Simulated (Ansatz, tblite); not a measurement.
Spin states of the cluster AgAu2⁻, each relaxed with PBE0-D4/def2-TZVPD in Ansatz. Electronic energies in the gas phase.

In the def2 sets Ag, Au take a core potential; there is no spin–orbit coupling. The xTB rows come from tblite. HSE06 is defined as in plane-wave codes, on full-range PBE exchange. Correlated methods freeze no core orbitals; core or outer-core shells of Au, Ag are correlated, in sets that lack core-valence functions. The structure comes from a short search, and lower isomers may exist.

Singlet geometry (D∞h within 0.1 Å):

```xyz
3

Au   -2.500    0.653   -0.455
Au    2.497   -0.658    0.463
Ag    0.003    0.005   -0.008
```

Triplet geometry (C2v within 0.1 Å):

| atom | x (Å) | y (Å) | z (Å) |
| --- | --- | --- | --- |
| Au1 | 0.579 | 0.317 | 1.423 |
| Au2 | 0.089 | 1.127 | -1.088 |
| Ag3 | -0.668 | -1.443 | -0.335 |

Quintet geometry (D∞h within 0.1 Å):

```xyz
3

Au   -0.493   -2.336    1.536
Au    0.491    2.342   -1.528
Ag    0.002   -0.006   -0.008
```

⟨S²⟩: triplet 2.02 at PBE0-D4/def2-TZVPD (pure 2.00), quintet 6.01 at PBE0-D4/def2-TZVPD (pure 6.00).

Only these spin states were relaxed. The triplet has other bonds than the singlet, so the gap mixes isomer and spin.

Second-order perturbation terms are unreliable where d shells bring near-degenerate states, and here B2PLYP/def2-TZVPD lies more than 0.4 eV from the median of the functionals without such a term.

```json
{"level": "GFN1-xTB", "triplet − singlet (kcal/mol)": "23.0", "quintet − singlet (kcal/mol)": "110.2", "lowest of these": "singlet", "remarks": "–"}
{"level": "GFN2-xTB", "triplet − singlet (kcal/mol)": "83.7", "quintet − singlet (kcal/mol)": "148.2", "lowest of these": "singlet", "remarks": "–"}
{"level": "r2SCAN0-D4/def2-TZVPD", "triplet − singlet (kcal/mol)": "25.2", "quintet − singlet (kcal/mol)": "131.5", "lowest of these": "singlet", "remarks": "HOMO above zero (quintet)"}
{"level": "HSE06-D4/def2-TZVPD", "triplet − singlet (kcal/mol)": "27.5", "quintet − singlet (kcal/mol)": "133.6", "lowest of these": "singlet", "remarks": "HOMO above zero (quintet), HOMO above zero (triplet)"}
```

Estimate the rows for HF/def2-TZVPD, PBE-D4/def2-TZVPD, PBE0-D4/def2-TZVPD, B2PLYP/def2-TZVPD.


| level | triplet − singlet (kcal/mol) | quintet − singlet (kcal/mol) | lowest of these | remarks |
| --- | --- | --- | --- | --- |
| HF/def2-TZVPD | 16.9 | 84.2 | singlet | – |
| PBE-D4/def2-TZVPD | 29.1 | 141.1 | singlet | HOMO above zero (quintet), HOMO above zero (triplet) |
| PBE0-D4/def2-TZVPD | 27.4 | 133.9 | singlet | HOMO above zero (quintet) |
| B2PLYP/def2-TZVPD | 31.8 | 143.6 | singlet | – |

The xTB methods have no spin-polarisation term.
